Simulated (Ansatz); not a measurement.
MnHg₇Te₇Br₂, relaxed as a sextet with UKS r2SCAN-D4/def2-SVP in Ansatz, starting from the GFN1-xTB geometry. Force threshold 0.03 eV/Å.

In the def2 sets Hg, Te take a core potential; there is no spin–orbit coupling. Single mean-field runs in def2-SVP are fitted with def2-universal-jkfit.

Start:

```xyz
17

Br   -1.683   -3.467    5.723
Br   -2.984    3.017   -0.416
Hg   -0.640   -1.486   -5.197
Hg   -1.385   -2.286    3.564
Hg   -1.111    2.086   -2.242
Hg   -1.804    1.435    1.493
Hg    2.794    1.246    0.194
Hg    2.385    1.589   -3.852
Hg    1.185    1.108    3.946
Mn   -0.640   -2.064   -0.918
Te   -1.023   -3.215   -3.056
Te   -0.323    1.595   -4.869
Te   -1.210   -3.395    1.059
Te   -1.649    0.628    4.135
Te    4.415    1.587   -2.051
Te    3.656    1.265    2.836
Te    0.016    0.357   -0.351
```

```tsv
step	energy (eV)	largest force component (eV/Å)	SCF passes
1	-251727.2017	1.424	76
2	-251728.0422	0.800	39
3	-251728.3539	0.721	34
4	-251728.5973	0.562	32
5	-251728.7745	0.275	30
6	-251728.9217	0.257	29
7	-251729.0022	0.321	28
8	-251729.0664	0.235	25
9	-251729.1122	0.211	26
10	-251729.1471	0.125	25
11	-251729.1766	0.096	24
15	-251729.3226	0.107	24
19 (rejected)	-251729.3752	0.249	29
23	-251729.4195	0.067	23
27	-251729.4457	0.168	23
31	-251729.4712	0.024	24
35	-251729.4873	0.064	24
39	-251729.5312	0.113	27
43	-251729.5697	0.069	24
47	-251729.5837	0.031	24
51	-251729.5941	0.126	23
55	-251729.6797	0.073	29
59	-251729.9845	0.238	28
63	-251730.1815	0.224	29
67	-251730.2549	0.114	24
70	-251730.2598	0.020	25
```

Force components are those of the run's own axes.

End:

```tsv
atom	x (Å)	y (Å)	z (Å)
Br1	-0.901	-1.553	4.936
Br2	-1.806	3.632	-1.218
Hg3	0.484	-0.700	-3.820
Hg4	-1.116	-3.109	2.975
Hg5	-2.082	0.859	-2.261
Hg6	-1.034	2.111	1.073
Hg7	2.353	-0.008	-0.433
Hg8	0.746	2.593	-2.739
Hg9	1.015	0.388	3.099
Mn10	0.048	-2.272	-0.006
Te11	1.792	-2.361	-2.237
Te12	-0.904	1.485	-4.735
Te13	-1.236	-4.503	0.753
Te14	0.013	2.851	3.460
Te15	2.533	2.691	-0.771
Te16	2.184	-1.706	1.816
Te17	-2.087	-0.396	0.108
```

Bonds lost: Hg4–Te14, Hg7–Te17 (atoms count from 1). Bonds formed: Hg7–Te11, Mn10–Te16 (atoms count from 1).

The force fell under the threshold at step 31, but the optimiser went on and released 0.789 eV more. No frequencies were taken in this run, so the end may be a saddle point.

Hardware: 2 threads of AMD EPYC 7R13 on a shared host and a share (18 GiB) of an NVIDIA H100 80GB HBM3. Wall time 15 min, peak host memory 1.3 GiB.
